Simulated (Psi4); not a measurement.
C$_{4}$H$_{11}$BO$_{2}$ (SMILES CC(C)(C)B(O)O), singlet, geometry from GFN2-xTB, atoms displaced at random by about 0.08 Å a coordinate; PBE/STO-3G, gradient (Psi4).

The Psi4 input:
```
memory 2 GB

molecule mol {
0 1
  B     1.048368   -0.329176    0.142593
  O     2.154624    0.069505   -0.419048
  H     1.973410    0.942237   -1.025118
  O     1.224505   -1.381701    0.806621
  H     2.126012   -1.790715    1.061194
  C    -0.543903    0.097307   -0.017287
  C    -1.421793   -0.719401   -0.689589
  C    -1.229594    0.780769    1.189185
  C    -0.701069    1.384008   -0.917794
  H    -2.654341   -0.714352   -0.756941
  H    -1.344479   -1.806173    0.211305
  H    -1.160406   -1.214362   -1.603256
  H    -1.166613   -0.143268    2.072401
  H    -0.673525    1.485646    1.803450
  H    -2.208154    0.936339    1.162314
  H     0.148632    2.392844   -0.714819
  H    -0.304965    1.038164   -2.007359
  H    -1.679191    1.912106   -1.031911
symmetry c1
no_reorient
no_com
}

set basis sto-3g
set reference rks

gradient('pbe')
print_variables()
```

Output, abridged:

```
gradient() will perform analytic gradient computation.

   => Loading Basis Set <=

    Name: STO-3G
    Role: ORBITAL
    Keyword: BASIS

         ---------------------------------------------------------
                                   SCF
               by Justin Turney, Rob Parrish, Andy Simmonett
                          and Daniel G. A. Smith
                              RKS Reference
         ---------------------------------------------------------

  ==> Geometry <==

    Molecular point group: c1
    Full point group: C1

    Geometry (in Angstrom), charge = 0, multiplicity = 1:

       Center              X                  Y                   Z               Mass
    ------------   -----------------  -----------------  -----------------  -----------------
         B            1.048368000000    -0.329176000000     0.142593000000    11.009305360000
         O            2.154624000000     0.069505000000    -0.419048000000    15.994914619570
         H            1.973410000000     0.942237000000    -1.025118000000     1.007825032230
         O            1.224505000000    -1.381701000000     0.806621000000    15.994914619570
         H            2.126012000000    -1.790715000000     1.061194000000     1.007825032230
         C           -0.543903000000     0.097307000000    -0.017287000000    12.000000000000
         C           -1.421793000000    -0.719401000000    -0.689589000000    12.000000000000
         C           -1.229594000000     0.780769000000     1.189185000000    12.000000000000
         C           -0.701069000000     1.384008000000    -0.917794000000    12.000000000000
         H           -2.654341000000    -0.714352000000    -0.756941000000     1.007825032230
         H           -1.344479000000    -1.806173000000     0.211305000000     1.007825032230
         H           -1.160406000000    -1.214362000000    -1.603256000000     1.007825032230
         H           -1.166613000000    -0.143268000000     2.072401000000     1.007825032230
         H           -0.673525000000     1.485646000000     1.803450000000     1.007825032230
         H           -2.208154000000     0.936339000000     1.162314000000     1.007825032230
         H            0.148632000000     2.392844000000    -0.714819000000     1.007825032230
         H           -0.304965000000     1.038164000000    -2.007359000000     1.007825032230
         H           -1.679191000000     1.912106000000    -1.031911000000     1.007825032230

  Running in c1 symmetry.

  Rotational constants: A =      0.11938  B =      0.06485  C =      0.05701 [cm^-1]
  Rotational constants: A =   3578.83355  B =   1944.20832  C =   1709.23851 [MHz]
  Nuclear repulsion =  317.975853679561908

  Charge       = 0
  Multiplicity = 1
  Electrons    = 56
  Nalpha       = 28
  Nbeta        = 28

  ==> Algorithm <==

  SCF Algorithm Type is DF.
  DIIS enabled.
  MOM disabled.
  Fractional occupation disabled.
  Guess Type is SAD.
  Energy threshold   = 1.00e-08
  Density threshold  = 1.00e-08
  Integral threshold = 1.00e-12

  ==> Primary Basis <==

  Basis Set: STO-3G
    Blend: STO-3G
    Number of shells: 32
    Number of basis functions: 46
    Number of Cartesian functions: 46
    Spherical Harmonics?: true
    Max angular momentum: 1

  ==> DFT Potential <==

   => LibXC <=

    Version 7.1.2
    S. Lehtola, C. Steigemann, M. J. T. Oliveira, and M. A. L. Marques,  SoftwareX 7, 1–5 (2018) (10.1016/j.softx.2017.11.002)

   => Composite Functional: PBE <=

    PBE GGA Exchange-Correlation Functional

    J.P. Perdew et. al., Phys. Rev. Lett., 77(18), 3865-3868, 1996

    Deriv               =              1
    GGA                 =           TRUE
    Meta                =          FALSE

    Exchange Hybrid     =          FALSE
    MP2 Hybrid          =          FALSE

   => Exchange Functionals <=

    1.0000     XC_GGA_X_PBE

   => Correlation Functionals <=

    1.0000     XC_GGA_C_PBE

   => LibXC Density Thresholds  <==

    XC_GGA_C_PBE:  1.00E-12
    XC_GGA_X_PBE:  1.00E-15

   => Molecular Quadrature <=

    Radial Scheme          =       TREUTLER
    Pruning Scheme         =           NONE
    Nuclear Scheme         =       TREUTLER

    Blocking Scheme        =         OCTREE
    BS radius alpha        =              1
    Pruning alpha          =              1
    Radial Points          =             75
    Spherical Points       =            302
    Total Points           =         377472
    Total Blocks           =           2782
    Max Points             =            256
    Max Functions          =             44
    Weights Tolerance      =       1.00E-15

   => Loading Basis Set <=

    Name: (STO-3G AUX)
    Role: JKFIT
    Keyword: DF_BASIS_SCF

  ==> Integral Setup <==

  SCF_SUBTYPE=INCORE selected. In-core MEM_DF algorithm will be used.
  Using in-core AOs.

  ==> MemDFJK: Density-Fitted J/K Matrices <==

    J tasked:                   Yes
    K tasked:                    No
    wK tasked:                   No
    Algorithm:                 Core
    Schwarz Cutoff:           1E-12
    Mask sparsity (%):       1.4178
    Fitting Condition:        1E-10

   => Auxiliary Basis Set <=

  Basis Set: (STO-3G AUX)
    Blend: DEF2-UNIVERSAL-JKFIT
    Number of shells: 241
    Number of basis functions: 727
    Number of Cartesian functions: 851
    Spherical Harmonics?: true
    Max angular momentum: 4

  Minimum eigenvalue in the overlap matrix is 1.9108989746E-01.
  Reciprocal condition number of the overlap matrix is 7.3475861410E-02.
    Using symmetric orthogonalization.

  ==> Pre-Iterations <==

  SCF Guess: Superposition of Atomic Densities via on-the-fly atomic UHF (no occupation information).

   -------------------------
    Irrep   Nso     Nmo
   -------------------------
     A         46      46
   -------------------------
    Total      46      46
   -------------------------

  ==> Iterations <==

                           Total Energy        Delta E     RMS |[F,P]|

[...]
  @DF-RKS Final Energy:  -329.51030454923887
    Total Energy =                       -329.5103045492388674
[...]
                          Rob Parrish, Justin Turney,
                       Andy Simmonett, and Alex Sokolov
         ------------------------------------------------------------

  ==> Geometry <==

    Molecular point group: c1
    Full point group: C1

    Geometry (in Angstrom), charge = 0, multiplicity = 1:

       Center              X                  Y                   Z               Mass
    ------------   -----------------  -----------------  -----------------  -----------------
         B            1.048368000000    -0.329176000000     0.142593000000    11.009305360000
         O            2.154624000000     0.069505000000    -0.419048000000    15.994914619570
         H            1.973410000000     0.942237000000    -1.025118000000     1.007825032230
         O            1.224505000000    -1.381701000000     0.806621000000    15.994914619570
         H            2.126012000000    -1.790715000000     1.061194000000     1.007825032230
         C           -0.543903000000     0.097307000000    -0.017287000000    12.000000000000
         C           -1.421793000000    -0.719401000000    -0.689589000000    12.000000000000
         C           -1.229594000000     0.780769000000     1.189185000000    12.000000000000
         C           -0.701069000000     1.384008000000    -0.917794000000    12.000000000000
         H           -2.654341000000    -0.714352000000    -0.756941000000     1.007825032230
         H           -1.344479000000    -1.806173000000     0.211305000000     1.007825032230
         H           -1.160406000000    -1.214362000000    -1.603256000000     1.007825032230
         H           -1.166613000000    -0.143268000000     2.072401000000     1.007825032230
         H           -0.673525000000     1.485646000000     1.803450000000     1.007825032230
         H           -2.208154000000     0.936339000000     1.162314000000     1.007825032230
         H            0.148632000000     2.392844000000    -0.714819000000     1.007825032230
         H           -0.304965000000     1.038164000000    -2.007359000000     1.007825032230
         H           -1.679191000000     1.912106000000    -1.031911000000     1.007825032230

  Nuclear repulsion =  317.975853679561908

  ==> Basis Set <==

  Basis Set: STO-3G
    Blend: STO-3G
    Number of shells: 32
    Number of basis functions: 46
    Number of Cartesian functions: 46
    Spherical Harmonics?: true
    Max angular momentum: 1

  ==> DFJKGrad: Density-Fitted SCF Gradients <==

    Gradient:                    1
    J tasked:                  Yes
    K tasked:                   No
    wK tasked:                  No
    Integrals threads:           1
    Schwarz Cutoff:          1E-12
    Fitting Condition:       1E-10

   => Auxiliary Basis Set <=

  Basis Set: (STO-3G AUX)
    Blend: DEF2-UNIVERSAL-JKFIT
    Number of shells: 241
    Number of basis functions: 727
    Number of Cartesian functions: 851
    Spherical Harmonics?: true
    Max angular momentum: 4

  ==> DFT Potential <==

   => LibXC <=

    Version 7.1.2
    S. Lehtola, C. Steigemann, M. J. T. Oliveira, and M. A. L. Marques,  SoftwareX 7, 1–5 (2018) (10.1016/j.softx.2017.11.002)

   => Composite Functional: PBE <=

    PBE GGA Exchange-Correlation Functional

    J.P. Perdew et. al., Phys. Rev. Lett., 77(18), 3865-3868, 1996

    Deriv               =              1
    GGA                 =           TRUE
    Meta                =          FALSE

    Exchange Hybrid     =          FALSE
    MP2 Hybrid          =          FALSE

   => Exchange Functionals <=

    1.0000     XC_GGA_X_PBE

   => Correlation Functionals <=

    1.0000     XC_GGA_C_PBE

   => LibXC Density Thresholds  <==

    XC_GGA_C_PBE:  1.00E-12
    XC_GGA_X_PBE:  1.00E-15

   => Molecular Quadrature <=

    Radial Scheme          =       TREUTLER
    Pruning Scheme         =           NONE
    Nuclear Scheme         =       TREUTLER

    Blocking Scheme        =         OCTREE
    BS radius alpha        =              1
    Pruning alpha          =              1
    Radial Points          =             75
    Spherical Points       =            302
    Total Points           =         377472
    Total Blocks           =           2782
    Max Points             =            256
    Max Functions          =             44
    Weights Tolerance      =       1.00E-15

  -Total Gradient:
     Atom            X                  Y                   Z
    ------   -----------------  -----------------  -----------------
       1        0.082229634813    -0.046755152430     0.029971045746
       2       -0.065226470957    -0.100779812719     0.081974182405
       3       -0.009558508312     0.031346564526    -0.022155889527
       4        0.014828068605     0.142781219167    -0.109537328905
       5        0.000788111264    -0.015347684010     0.013923840703
       6       -0.053499974328    -0.189265323187    -0.022402967417
       7        0.151182568053     0.238552200006    -0.046854969133
       8       -0.121738794916     0.143396380111    -0.133536558707
       9       -0.125044515479    -0.080302142865     0.088176635724
      10       -0.067297555477    -0.028561964707    -0.011139455104
      11        0.013180115459    -0.058131473518     0.066988736806
      12       -0.021294587759     0.002262430616     0.027812384229
      13        0.013600166799    -0.047979814068     0.046272207259
      14       -0.008292920868    -0.025712380891     0.015055454060
      15        0.112323215014    -0.028886273645     0.019273628866
      16        0.056427582659     0.069476248411     0.002460049508
      17        0.027471926136    -0.022368351300    -0.039815099571
      18       -0.000051707938     0.016298032878    -0.006385779265

  Variable Map:
  ----------------------------------------------------------------------------
[...]
  Array Variable Map:
  ----------------------------------------------------------------------------
[...]
[...]
```
